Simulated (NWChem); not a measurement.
# AlH2O2Br; SMILES [Br][Al]([OH])[OH]

```xyz
6

Al     0.0000     0.0000     0.9809
Br     0.0000     0.0000    -1.2932
O      0.0000    -1.4563     1.8571
H      0.0000    -2.3050     1.3979
O      0.0000     1.4563     1.8571
H      0.0000     2.3050     1.3979
```
Atoms are numbered in this order, from 1.

Program: NWChem. Medium grid unless said otherwise, to which SCAN and Minnesota functionals are sensitive. Structure relaxed at the B3LYP/6-31G* (spherical d) level. B3LYP is NWChem's, with the RPA form of VWN correlation. Total energies of different functionals are on different scales.

```json
[
 {"level": "B3LYP/def2-SVP", "energy (Ha)": "-2967.9539", "highest occupied level (eV)": "-8.17", "orbital gap (eV)": "7.22", "dipole (D)": "0.97"},
 {"level": "PBE/def2-SVP", "energy (Ha)": "-2967.2215", "highest occupied level (eV)": "-7.09", "orbital gap (eV)": "5.56", "dipole (D)": "0.82"},
 {"level": "PBE0/def2-SVP", "energy (Ha)": "-2967.3357", "highest occupied level (eV)": "-8.53", "orbital gap (eV)": "7.83", "dipole (D)": "0.96"},
 {"level": "BP86/def2-SVP", "energy (Ha)": "-2968.1976", "highest occupied level (eV)": "-7.20", "orbital gap (eV)": "5.64", "dipole (D)": "0.80"},
 {"level": "SCAN/def2-SVP", "energy (Ha)": "-2968.0726", "highest occupied level (eV)": "[?]", "orbital gap (eV)": "[?]", "dipole (D)": "0.85"},
 {"level": "LC-wPBE (HJS exchange hole, range parameter 0.4 per bohr)/def2-SVP", "energy (Ha)": "-2967.3785", "highest occupied level (eV)": "-11.32", "orbital gap (eV)": "12.79", "dipole (D)": "0.90"},
 {"level": "PW91/def2-SVP", "energy (Ha)": "-2967.9831", "highest occupied level (eV)": "-7.13", "orbital gap (eV)": "5.52", "dipole (D)": "0.83"},
 {"level": "LC-BLYP (range parameter 0.33 per bohr)/def2-SVP", "energy (Ha)": "-2967.1067", "highest occupied level (eV)": "-10.69", "orbital gap (eV)": "11.73", "dipole (D)": "0.94"},
 {"level": "MN15/def2-SVP", "energy (Ha)": "-2967.9360", "highest occupied level (eV)": "-9.15", "orbital gap (eV)": "9.09", "dipole (D)": "0.93"},
 {"level": "BLYP/def2-SVP", "energy (Ha)": "-2967.9052", "highest occupied level (eV)": "-6.85", "orbital gap (eV)": "5.42", "dipole (D)": "0.86"}
]
```

Fill in the missing entries.


- SCAN/def2-SVP, highest occupied level (eV): -7.51
- SCAN/def2-SVP, orbital gap (eV): 6.38
